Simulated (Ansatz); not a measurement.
`[NH2][Y]([Cl])[Cl]` + H–F → `[F][Y]([Cl])[Cl]` + NH₃ at 700 K and 1 bar (ligand exchange at a Y–N bond).

Gas-phase electronic energies from Ansatz, PBE0-D4/def2-TZVP geometries. CCSD(T)/CBS is the MP2 limit (def2-TZVPP, def2-QZVPP) plus CCSD(T) − MP2 in def2-TZVPP, frozen cores. This one scheme is used for every species. Elements past krypton have def2 core potentials. For Y outer-core shells are correlated without core-valence functions, which leaves a few kJ/mol of doubt a bond. Each species was taken in one conformer, which may not be the lowest.

```tsv
species	CCSD(T)/CBS energy (Eh)	H − E (kJ/mol)	S (J/(mol·K))
`[NH2][Y]([Cl])[Cl]`	-1013.93151	131.0	448.5
H–F	-100.39570	45.2	198.5
`[F][Y]([Cl])[Cl]`	-1057.86408	59.5	416.9
NH₃	-56.50880	116.9	226.5
```

H − E and S are ideal-gas, rigid-rotor, harmonic terms from PBE0-D4/def2-TZVP, for one conformer and one mirror image of each species. 1 Eh = 2625.50 kJ/mol, R = 8.31446 J/(mol·K).

Task: By hand: ΔE, ΔH, ΔS and ΔG.

Result: ΔE = (-1057.86408) + (-56.50880) − (-1013.93151) − (-100.39570) = -0.04567 Eh = -119.9 kJ/mol. Δ(H − E) = 59.5 + 116.9 − 131.0 − 45.2 = 0.2, so ΔH = -119.7 kJ/mol. ΔS = 416.9 + 226.5 − 448.5 − 198.5 = -3.6 J/(mol·K). ΔG = -119.7 − 700 × (-3.6)/1000 = -117.2 kJ/mol.

Task: By hand: the equilibrium constant, and the temperature at which ΔG would vanish if ΔH and ΔS stayed fixed.

Result: log₁₀ K = −ΔG/(RT ln 10) = 8.7. ΔG = 0 at ΔH/ΔS = 33250 K, far beyond where these terms or the molecules hold.

The number of gas molecules stays the same, so ΔS is small and ΔH decides. A doubt of 5 kJ/mol in ΔE shifts log₁₀ K by 0.4 here. Other conformers and mirror images would add mixing entropy, several J/(mol·K) or more a flexible species. Modes under 60 cm⁻¹, often nearly free rotors, make the harmonic entropy too high. These are equilibria of isolated gas molecules and say nothing of rates. Largest T1 diagnostic: 0.012 (customary marks: 0.02 for closed shells, 0.045 for open ones).
